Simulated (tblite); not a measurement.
Input of a run (GFN2-xTB geometry optimisation, gas phase (tblite 0.8.0)), started from a force field or distance geometry:
```
{"job": {"kind": "relax", "xc": "GFN2-xTB", "basis": "xTB"}, "charge": 0, "multiplicity": 1}
C     -3.273200    -0.166500    -0.416400
C     -2.018800    -0.124800     0.402600
O     -0.960700     0.431800    -0.375000
C      0.314400     0.552700     0.260900
C      1.460200     1.066400    -0.617400
C      2.394000     0.073600     0.093500
C      3.376900    -0.581700    -0.738800
N      4.166800    -1.106400    -1.404100
C      1.146200    -0.768700     0.427700
F      1.109000    -1.327400     1.663700
H     -3.561600     0.843400    -0.740700
H     -3.137800    -0.762500    -1.320700
H     -4.115300    -0.589400     0.166600
H     -2.159000     0.482900     1.304600
H     -1.737500    -1.134700     0.718000
H      0.231700     1.112000     1.220000
H      1.712500     2.127900    -0.487000
H      1.307700     0.872300    -1.694500
H      2.845900     0.513800     1.005600
H      0.893300    -1.503900    -0.339600
```

Output (eV, eV/Å):
```
step      E/eV     max force
  0    -863.97667    1.923
  1    -863.98422    5.571
  2    -864.06606    1.303
  3    -864.09463    0.467
  4    -864.10328    0.192
  5    -864.11225    0.342
  6    -864.11504    0.206
  7    -864.11995    0.204
  8    -864.12474    0.337
  9    -864.12936    0.306
 10    -864.13224    0.133
 11    -864.13403    0.090
 12    -864.13529    0.143
 13    -864.13643    0.128
 14    -864.13733    0.086
 15    -864.13805    0.085
 16    -864.13866    0.088
 17    -864.13921    0.070
 18    -864.13973    0.049
 19    -864.14029    0.076
 20    -864.14097    0.109
 21    -864.14171    0.099
 22    -864.14245    0.054
 23    -864.14316    0.065
 24    -864.14397    0.115
 25    -864.14494    0.139
 26    -864.14590    0.109
 27    -864.14666    0.055
 28    -864.14728    0.062
 29    -864.14791    0.085
 30    -864.14860    0.079
 31    -864.14925    0.058
 32    -864.14975    0.046
 33    -864.15014    0.047
 34    -864.15051    0.045
 35    -864.15093    0.046
 36    -864.15134    0.046
 37    -864.15175    0.044
 38    -864.15219    0.053
 39    -864.15267    0.051
 40    -864.15316    0.055
 41    -864.15362    0.051
 42    -864.15407    0.058
 43    -864.15453    0.047
 44    -864.15494    0.051
 45    -864.15528    0.049
 46    -864.15557    0.040
 47    -864.15584    0.038
 48    -864.15612    0.036
 49    -864.15643    0.040
 50    -864.15678    0.061
 51    -864.15722    0.060
 52    -864.15769    0.049
 53    -864.15807    0.088
 54    -864.15825    0.046
 55    -864.15846    0.072
 56    -864.15860    0.057
 57    -864.15871    0.022
 58    -864.15878    0.021
 59    -864.15884    0.035
 60    -864.15887    0.027
 61    -864.15890    0.012
 62    -864.15893    0.014
 63    -864.15896    0.026
 64    -864.15900    0.029
 65    -864.15905    0.019
 66    -864.15910    0.014
 67    -864.15913    0.021
 68    -864.15917    0.023
 69    -864.15920    0.016
 70    -864.15925    0.017
 71    -864.15929    0.017
 72    -864.15934    0.026
 73    -864.15938    0.022
 74    -864.15942    0.015
 75    -864.15945    0.022
 76    -864.15950    0.027
 77    -864.15954    0.025
 78    -864.15959    0.016
 79    -864.15964    0.018
 80    -864.15971    0.034
 81    -864.15980    0.044
 82    -864.15992    0.041
 83    -864.16006    0.030
 84    -864.16021    0.028
 85    -864.16037    0.053
 86    -864.16051    0.052
 87    -864.16060    0.029
 88    -864.16066    0.017
 89    -864.16071    0.020
 90    -864.16074    0.027
 91    -864.16077    0.017
 92    -864.16078    0.007
```

Task: Summarise the run.

Result: The energy falls by 17.8 kJ/mol over 92 L-BFGS steps, the largest force on an atom goes from 1.92 to 0.007 eV/Å, and the atoms move by 0.214 Å rms after alignment. The bond that changes most is O3–C4 (ether oxygen to sp3 carbon bound to oxygen), which shortens by 0.040 Å. Bonds longer at the end by more than 0.005 Å: 4 of 20; shorter: 12. Among the angles that change most is F10–C9–H20, from 110.9° to 107.8°. Among the dihedrals that turn most is H19–C6–C9–H20, from -158° to -142°. The energy never rose by more than 1e-5 eV on the way. The first step brought 4 % of the lowering.

Task: What are the final bond lengths?

Result: C1–C2 1.519 Å, C2–O3 1.419 Å, O3–C4 1.390 Å, C4–C5 1.538 Å, C5–C6 1.546 Å, C6–C7 1.435 Å, C7≡N8 1.143 Å, C6–C9 1.544 Å, C9–F10 1.368 Å, C4–C9 1.547 Å, C1–H11 1.086 Å, C1–H12 1.086 Å, C1–H13 1.086 Å, C2–H14 1.101 Å, C2–H15 1.099 Å, C4–H16 1.100 Å, C5–H17 1.086 Å, C5–H18 1.087 Å, C6–H19 1.092 Å, C9–H20 1.093 Å. Numbering counts from 1 in the input's order; the species is `CCO[C@@H]1C[C@H](C#N)[C@H]1F`.

Its GFN2-xTB frequencies are all real (lowest 38 cm⁻¹). One conformer, not necessarily the lowest. 3 starts were optimised and ended at 0.00, 0.07 and 0.65 kcal/mol (GFN2-xTB); the lowest of these is shown.

The numbers are calculated, not measured.
